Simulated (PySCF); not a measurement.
This PySCF input asks for the NMR shieldings of `N#C[Si@@H](C=O)/C=C\C(N)=O`, C5H6N2O2Si; the geometry comes from GFN2-xTB.

```python
import basis_set_exchange as bse
import numpy as np
from pyscf import gto, dft
from pyscf.prop import nmr

atoms = """
N    -3.465574   -2.180492    0.598648
C    -2.494265   -1.732732    0.184795
Si   -0.900137   -0.983961   -0.523457
C    -1.497209    0.870363   -0.479507
O    -0.798867    1.753733   -0.058030
C     0.144822   -1.015996    1.058807
C     1.180269   -0.175997    1.016910
C     1.389765    0.427410   -0.292169
N     2.290675    1.403905   -0.448482
O     0.770360   -0.047576   -1.263835
H    -0.826695   -1.699781   -1.787530
H    -2.519430    1.097861   -0.832907
H    -0.138964   -1.527075    1.964628
H     1.832248    0.083034    1.836720
H     2.343515    1.870283   -1.340020
H     2.681889    1.865965    0.354020
"""
names = dict.fromkeys(["N", "C", "Si", "O", "H"], "pcSseg-1")
basis = {el: gto.basis.parse(bse.get_basis(n, elements=[el], fmt="nwchem")) for el, n in names.items()}
mol = gto.M(atom=atoms, basis=basis, charge=0, verbose=0)
mf = dft.RKS(mol, xc="PBE0")
mf.grids.level = 2
mf.grids.alignment = dft.numint.BLKSIZE   # the property module wants whole blocks of grid points
mf.conv_tol = 1e-9
mf.kernel()

calc = nmr.RKS(mf)   # GIAO
C = mf.mo_coeff
Co = C[:, mf.mo_occ > 0]
resp = mf.gen_response(singlet=True, hermi=2)
def vind(x):   # induced exchange potential for any number of trial vectors
    d = np.einsum("pi,xij,qj->xpq", C, 2 * x.reshape(-1, C.shape[1], Co.shape[1]), Co, optimize=True)
    return np.einsum("xpq,pi,qj->xij", resp(d - d.transpose(0, 2, 1)), C, Co, optimize=True).ravel()
mo1, _ = nmr.rhf.solve_mo1(calc, with_cphf=vind)
sigma = calc.kernel(mo1)
for i, s in enumerate(sigma):   # ppm
    print("%2d %-2s %9.2f" % (i, mol.atom_pure_symbol(i), np.trace(s) / 3))
```

Task: What does it print?

Result: 
```
 0 N     -78.03
 1 C      54.31
 2 Si    465.64
 3 C     -51.52
 4 O    -484.97
 5 C      22.26
 6 C      45.86
 7 C      10.21
 8 N     155.95
 9 O       8.94
10 H      26.28
11 H      19.91
12 H      24.44
13 H      24.80
14 H      26.65
15 H      26.56
```

These numbers come from an equivalent density-fitted implementation of the same equations, which agrees with the script to about 0.01 ppm for H and up to a few tenths of a ppm for heavy atoms, so last digits may differ.

Size and cost of the density-fitted run: 207 basis functions, 100 s wall time on 1 thread of an Intel Xeon, shared host; peak memory 0.85 GiB.
